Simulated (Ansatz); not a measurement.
C2H5AlClF, SMILES `[F][AlH][CH2]CCl`. Charge 0, multiplicity 1. The geometry is a stationary point of PBE0-D4/def2-TZVP. It is one conformer, not always the lowest.

```xyz
10

F    -0.209    2.582   -0.011
Al   -0.564    1.310   -1.004
C    -0.128   -0.488   -0.373
C     0.496   -0.561    0.994
Cl    0.866   -2.252    1.492
H    -1.232    1.637   -2.394
H     0.532   -0.949   -1.118
H    -1.050   -1.083   -0.403
H     1.445   -0.029    1.046
H    -0.157   -0.166    1.771
```

Question: What is the dipole moment at r2SCAN/def2-TZVPP? (Estimate.)

Answer: The calculation gave: 1.69 D, with components (-0.71, 0.51, -1.45) D in this frame, pointing from negative to positive charge.

Question: And with PBE, B3LYP, ωB97M-V? (Estimate.)

Answer: Computed: PBE 1.58 D, B3LYP 1.67 D, ωB97M-V 1.65 D.

Question: Give the Mulliken charges with r2SCAN, PBE, B3LYP in def2-TZVPP. (Best estimate.)

Answer: Computed: 
| atom | r2SCAN | PBE | B3LYP |
| --- | --- | --- | --- |
| F1 | -0.36 | -0.32 | -0.36 |
| Al2 | 0.68 | 0.55 | 0.64 |
| C3 | -0.28 | -0.28 | -0.30 |
| C4 | 0.02 | -0.10 | -0.09 |
| Cl5 | -0.20 | -0.18 | -0.19 |
| H6 | -0.14 | -0.10 | -0.12 |
| H7 | 0.06 | 0.09 | 0.09 |
| H8 | 0.06 | 0.09 | 0.09 |
| H9 | 0.08 | 0.12 | 0.12 |
| H10 | 0.08 | 0.12 | 0.12 |

B3LYP here is the variant with VWN-RPA as its local correlation; programs differ in this.
